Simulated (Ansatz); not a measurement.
Start from `F[CH2][SnH3]` and change one atom or group to get `F[CH2][SnH2][SH]`.

Ansatz, PBE0-D4/def2-TZVP geometries, multiplicity 1. Each molecule was computed in one conformer, which needn't be the lowest.

Elements past krypton have def2 core potentials.

```json
{"property": "LUMO energy (PBE/def2-TZVPP) / eV", "`F[CH2][SnH3]`": "-0.62"}
{"property": "HOMO–LUMO gap (B3LYP/def2-TZVPP) / eV", "`F[CH2][SnH3]`": "7.68"}
{"property": "size of the dipole moment (PBE/def2-TZVPP) / D", "`F[CH2][SnH3]`": "1.36"}
{"property": "HOMO–LUMO gap (PBE0/def2-TZVPP) / eV", "`F[CH2][SnH3]`": "8.16"}
{"property": "HOMO energy (PBE/def2-TZVPP) / eV", "`F[CH2][SnH3]`": "-6.71"}
{"property": "size of the dipole moment (B3LYP/def2-TZVPP) / D", "`F[CH2][SnH3]`": "1.50"}
```

(1) What does the change do to each property? (Best estimate.)

## Answers

(1) The calculation gave: 
```csv
property,`F[CH2][SnH2][SH]`,shift
LUMO energy (PBE/def2-TZVPP) / eV,-1.34,-0.72
HOMO–LUMO gap (B3LYP/def2-TZVPP) / eV,6.21,-1.47
size of the dipole moment (PBE/def2-TZVPP) / D,1.99,0.63
HOMO–LUMO gap (PBE0/def2-TZVPP) / eV,6.72,-1.44
HOMO energy (PBE/def2-TZVPP) / eV,-5.99,0.72
size of the dipole moment (B3LYP/def2-TZVPP) / D,2.09,0.59
```

With PBE0 the HOMO rises by 0.83 eV and the LUMO falls by 0.61 eV, so the gap narrows by about 1.44 eV. PBE moves the HOMO by 0.72 eV and ωB97M-V by 0.85 eV. The zero-point energy changes by 7.2 kJ/mol with +3 modes. Dipoles are sizes alone; their direction can turn.

B3LYP here is the variant with VWN-RPA as its local correlation; programs differ in this.
